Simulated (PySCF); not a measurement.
Species: C₆H₁₁ (charge -1, singlet). It need not be the lowest isomer of its formula. Whether it binds its extra electron was not tested at this geometry. 
Structure (B3LYP-D3(BJ)/def2-TZVP (Ansatz) minimum search):
SMILES: CC(CCC)=[CH-]
```xyz
17

C      2.6235    -0.0765    -0.6240
C      1.1392     0.2869    -0.6690
C      0.3319    -0.2691     0.5136
C     -1.1540     0.0828     0.4911
C     -1.7738     0.9938     1.2708
C     -1.9300    -0.7164    -0.5459
H      3.0855     0.2906     0.2977
H      3.1804     0.3472    -1.4671
H      2.7622    -1.1619    -0.6453
H      0.7075    -0.0731    -1.6085
H      1.0240     1.3753    -0.6756
H      0.4808    -1.3649     0.5289
H      0.7681     0.1205     1.4394
H     -1.0129     1.4387     1.9598
H     -2.9795    -0.4239    -0.4986
H     -1.8608    -1.8041    -0.3734
H     -1.5767    -0.5536    -1.5769
```
Charge -1, spin multiplicity 1.

Dispersion corrections to the total energy (kcal/mol) from the dftd3 and dftd4 libraries through PySCF: D3(BJ) without and D4 with the three-body term, each with the damping fitted for the functional named.

```json
[
 {"functional": "PW6B95", "D3(BJ)": "-3.91", "D4": "-7.45"},
 {"functional": "HSE06", "D3(BJ)": "-5.28", "D4": "-6.89"},
 {"functional": "LC-wPBE", "D3(BJ)": "…", "D4": "-9.71"},
 {"functional": "PBE", "D3(BJ)": "…", "D4": "-8.86"},
 {"functional": "TPSS", "D3(BJ)": "-10.43", "D4": "-11.94"},
 {"functional": "HF", "D3(BJ)": "-61.01", "D4": "…"},
 {"functional": "BP86", "D3(BJ)": "-12.53", "D4": "-11.54"}
]
```

Complete the blanks.


- LC-wPBE, D3(BJ): -7.60
- PBE, D3(BJ): -8.42
- HF, D4: -32.47
